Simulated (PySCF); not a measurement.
**Electronic structure of Ar+ (argon, charge +1) at the BP86 level**

Configuration: [Ne] 3s2 3p5, 2P determinant. Computed with PySCF 2.14 in aug-cc-pVDZ-DK, with the spin-free X2C one-electron Hamiltonian (Gaussian nucleus).

```json
{
 "Total energy": "-528.8172 hartree",
 "One-electron energy": "-721.9392 hartree",
 "Hartree (Coulomb) energy": "223.8678 hartree",
 "Exchange-correlation energy": "-30.7459 hartree",
 "⟨S²⟩": "0.7515",
 "⟨L²⟩": "2.008",
 "Sum of ⟨r⟩": "13.77 bohr",
 "Sum of ⟨r²⟩": "20.15 bohr²",
 "Traceless quadrupole moment −½Σ⟨3z² − r²⟩ along its main axis": "1.14 e·bohr²",
 "Langevin diamagnetic susceptibility": "-16.0 ×10⁻⁶ cm³/mol",
 "Time after the integrals": "0.23 s of wall time on 1 thread of Neoverse-N1 (shared host)"
}
```

```
shell  electrons  mean orbital energy (hartree)  spread (hartree)  rms radius, mean of both spins (bohr)
 1s α          1                     -115.21498                 0                                 0.0991
 1s β          1                     -115.20775                 0                                 0.0991
 2s α          1                      -11.43678                 0                                  0.450
 2s β          1                      -11.42954                 0                                  0.450
 2p α          3                       -8.97400           0.03067                                  0.419
 2p β          3                       -8.96419           0.01447                                  0.419
 3s α          1                       -1.37381                 0                                   1.47
 3s β          1                       -1.32608                 0                                   1.47
 3p α          3                       -0.83417           0.06551                                   1.69
 3p β          2                       -0.79445                 0                                   1.69
```

Densities and radii are taken from the X2C orbitals without a picture-change correction, which distorts them close to the nucleus.
